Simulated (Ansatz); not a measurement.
A run for Ansatz (a program for electronic structure): R-RI-MP2/aug-cc-pV(Q+d)Z on CH4OSi (a complex). Files ending in .json are basis or fitting sets from the Basis Set Exchange.

Ansatz 0.2 input:
```yaml
crystal:
  periodic: [false, false, false]
  atoms:
    - {symbol: Si, position_ang: [-0.10544162, -0.08185847, -0.04922834]}
    - {symbol: H, position_ang: [-0.04043866, -0.04940526, -1.52810870]}
    - {symbol: H, position_ang: [-1.26519590, -0.89563889, 0.37703459]}
    - {symbol: H, position_ang: [-0.25126792, 1.29784906, 0.46637914]}
    - {symbol: H, position_ang: [1.14056267, -0.67662684, 0.48414118]}
    - {symbol: C, position_ang: [0.69789469, 0.49418054, 4.07353571]}
    - {symbol: O, position_ang: [-0.08013681, -0.03479801, 3.45661204]}
basis:
  gaussian:
    orbitals: aug-cc-pV_Q+d_Z.json
    fitting: {mean_field: def2-universal-JKFIT, correlation: aug-cc-pVQZ-RIFIT.json}
magnetization: {spin_polarized: false}
correlation: {method: mp2, electrons: outside_noble_gas}
scf: {lower_state_search: off}
```

**Question.** What total energy does the run end on?

**Answer.** -404.5950 hartree.

**Question.** How many basis functions does it have, and what does it roughly cost on one machine?

**Answer.** 433 functions; very roughly 10 core-seconds.
